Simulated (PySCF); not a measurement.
## Calculated data, GeH8OSi2, GeH4NOSi, GeH5NOSi, CH5AlBGe

All values are calculated (PySCF 2.14.0). Calculation on a computer-drawn molecule: the log of a Hartree-Fock and frozen-core CCSD(T) single point meant for a local Hartree-Fock minimum, with one planted fault or none, to be diagnosed. Offsets are logged minus clean, where the clean run is the same molecule without the fault. The reference is restricted for singlets and unrestricted otherwise, and also for a bond in bohr or an excited solution. Adding or removing an electron swaps singlet and doublet. The excited solution moves the top pair (singlet) or top alpha electron (doublet) to the lowest empty orbital. Highest occupied and lowest empty are orbital energies over both spins, largest force is the largest gradient component, triples share is (T) over the correlation energy, the T1 limit is 0.02 restricted and 0.045 unrestricted, electrons count all cores, a negative frequency is imaginary (commonest isotopes), and the dipole is about the centre of nuclear charge; on germanium a core potential holds 10 electrons, which the energies leave out, and 3d is frozen in MP2 and coupled-cluster steps.

Common to all runs: meant multiplicity 1; meant basis cc-pV(D+d)Z; meant basis and core potential on germanium cc-pVDZ-PP ECP10MDF; logged SCF converged yes; logged CC converged yes; logged SCF stable within its kind yes; possible faults no fault, one electron removed, one electron added, multiplicity raised by two, geometry at a saddle point, SCF held on an excited solution, minimal basis STO-3G, one bond length entered in bohr, all coordinates scaled.

(1) 
```xyz
12
formula=GeH8OSi2 meant_charge=0 logged_electrons=76 logged_basis_functions=123 logged_spin_squared=0.8646 logged_highest_occupied=-8.5817 logged_lowest_empty=0.77238 logged_largest_force=0.007979 logged_T1_diagnostic=0.034566 logged_D1_diagnostic=0.17518 logged_triples_share=0.028726 logged_dipole_magnitude=1.1863 logged_energy_HF=-950.70515 logged_energy_CCSD(T)=-951.26281 planted_fault=one_bond_length_entered_in_bohr,row_11_of_the_drawn_bonds HF_energy_offset_from_clean_run=61.72 CCSD(T)_energy_offset_from_clean_run=70.35
O     -2.3430     0.8088    -1.0606
Si    -0.8115     0.2807    -0.6793
Si    -0.6027    -2.0594    -0.9959
Ge    -0.2237     0.9105     1.5741
H     -3.0778     0.4927    -0.5568
H      0.0898     0.9851    -1.6162
H     -0.8749    -2.4317    -2.4055
H      0.7675    -2.4999    -0.6357
H     -1.5703    -2.7756    -0.1255
H     -1.2158     0.3025     2.5785
H      1.1792     0.4033     1.9340
H     -0.2729     3.7895     1.9032
```

Units: logged_highest_occupied, logged_lowest_empty in eV; logged_largest_force in hartree/bohr; logged_dipole_magnitude in debye; logged_energy_HF, logged_energy_CCSD(T) in hartree; HF_energy_offset_from_clean_run, CCSD(T)_energy_offset_from_clean_run in kcal/mol.

Drawn bonds:
```csv
atom,other atom,order
1,2,1
2,3,1
2,4,1
1,5,1
2,6,1
3,7,1
3,8,1
3,9,1
4,10,1
4,11,1
4,12,1
```

(2) 
```xyz
8
formula=GeH4NOSi meant_charge=1 logged_electrons=65 logged_basis_functions=94 logged_spin_squared=0.7657 logged_highest_occupied=-5.3706 logged_lowest_empty=2.5164 logged_largest_force=0.086595 logged_T1_diagnostic=0.017791 logged_D1_diagnostic=0.055912 logged_triples_share=0.028951 logged_dipole_magnitude=5.6503 logged_energy_HF=-713.91752 logged_energy_CCSD(T)=-714.49185 planted_fault=one_electron_added HF_energy_offset_from_clean_run=-105.9 CCSD(T)_energy_offset_from_clean_run=-114.8
O     -2.2170    -0.2560     0.9992
Si    -0.9574    -0.4100     0.0474
N      0.0810     0.7617    -0.1489
Ge     1.0714     2.1290    -0.2209
H     -2.8760    -0.9209     1.1577
H     -0.8287    -1.6933    -0.6239
H      2.2300     2.2698     0.7367
H      0.8217     3.1840    -1.2716
```

Units: logged_highest_occupied, logged_lowest_empty in eV; logged_largest_force in hartree/bohr; logged_dipole_magnitude in debye; logged_energy_HF, logged_energy_CCSD(T) in hartree; HF_energy_offset_from_clean_run, CCSD(T)_energy_offset_from_clean_run in kcal/mol.

Drawn bonds:
```csv
atom,other atom,order
1,2,1
2,3,2
3,4,1
1,5,1
2,6,1
4,7,1
4,8,1
```

(3) 
```xyz
8
formula=GeH4NOSi meant_charge=1 logged_electrons=64 logged_basis_functions=94 logged_spin_squared=2.0303 logged_highest_occupied=-11.472 logged_lowest_empty=-5.9815 logged_largest_force=0.13036 logged_T1_diagnostic=0.016598 logged_D1_diagnostic=0.055275 logged_triples_share=0.024136 logged_dipole_magnitude=7.2725 logged_energy_HF=-713.62847 logged_energy_CCSD(T)=-714.14988 planted_fault=multiplicity_raised_by_two HF_energy_offset_from_clean_run=75.49 CCSD(T)_energy_offset_from_clean_run=99.77
O     -2.2170    -0.2560     0.9992
Si    -0.9574    -0.4100     0.0474
N      0.0810     0.7617    -0.1489
Ge     1.0714     2.1290    -0.2209
H     -2.8760    -0.9209     1.1577
H     -0.8287    -1.6933    -0.6239
H      2.2300     2.2698     0.7367
H      0.8217     3.1840    -1.2716
```

Units: logged_highest_occupied, logged_lowest_empty in eV; logged_largest_force in hartree/bohr; logged_dipole_magnitude in debye; logged_energy_HF, logged_energy_CCSD(T) in hartree; HF_energy_offset_from_clean_run, CCSD(T)_energy_offset_from_clean_run in kcal/mol.

Drawn bonds:
```csv
atom,other atom,order
1,2,1
2,3,2
3,4,1
1,5,1
2,6,1
4,7,1
4,8,1
```

(4) 
```xyz
9
formula=GeH5NOSi meant_charge=0 logged_electrons=65 logged_basis_functions=99 logged_spin_squared=0.7654 logged_highest_occupied=-16.585 logged_lowest_empty=-5.8087 logged_largest_force=0.11644 logged_T1_diagnostic=0.025174 logged_D1_diagnostic=0.13588 logged_triples_share=0.025629 logged_dipole_magnitude=3.4758 logged_energy_HF=-714.28063 logged_energy_CCSD(T)=-714.83536 planted_fault=one_electron_removed HF_energy_offset_from_clean_run=178.6 CCSD(T)_energy_offset_from_clean_run=205.3
O      0.4068    -0.5327     2.8021
Si     1.0748     0.2238     1.5358
N      0.3880     0.4429     0.1656
Ge     0.3638     1.0644    -1.5281
H     -0.4739    -0.8678     2.6963
H      2.4053     0.6154     2.0027
H      0.1424    -0.1025    -2.4995
H     -0.7829     2.0712    -1.6887
H      1.6812     1.7657    -1.9051
```

Units: logged_highest_occupied, logged_lowest_empty in eV; logged_largest_force in hartree/bohr; logged_dipole_magnitude in debye; logged_energy_HF, logged_energy_CCSD(T) in hartree; HF_energy_offset_from_clean_run, CCSD(T)_energy_offset_from_clean_run in kcal/mol.

Drawn bonds:
```csv
atom,other atom,order
1,2,1
2,3,2
3,4,1
1,5,1
2,6,1
4,7,1
4,8,1
4,9,1
```

(5) 
```xyz
9
formula=CH5AlBGe meant_charge=1 logged_electrons=60 logged_basis_functions=99 logged_spin_squared=2.0127 logged_highest_occupied=-12.049 logged_lowest_empty=-5.327 logged_largest_force=0.093978 logged_T1_diagnostic=0.018271 logged_D1_diagnostic=0.06382 logged_triples_share=0.030083 logged_dipole_magnitude=7.6821 logged_energy_HF=-600.39251 logged_energy_CCSD(T)=-600.77217 planted_fault=multiplicity_raised_by_two HF_energy_offset_from_clean_run=19.6 CCSD(T)_energy_offset_from_clean_run=41.53
Al    -1.1827     3.0152     1.9971
B     -0.2021     1.2490     1.7525
C      0.4624     0.0791     1.4770
Ge     0.9182    -0.2419    -0.4447
H     -1.9279     4.3535     2.1903
H      0.7704    -0.6923     2.1754
H      2.4333    -0.3370    -0.5317
H      0.2128    -1.5232    -0.8603
H      0.3925     0.9604    -1.2315
```

Units: logged_highest_occupied, logged_lowest_empty in eV; logged_largest_force in hartree/bohr; logged_dipole_magnitude in debye; logged_energy_HF, logged_energy_CCSD(T) in hartree; HF_energy_offset_from_clean_run, CCSD(T)_energy_offset_from_clean_run in kcal/mol.

Drawn bonds:
```csv
atom,other atom,order
1,2,1
2,3,2
3,4,1
1,5,1
3,6,1
4,7,1
4,8,1
4,9,1
```
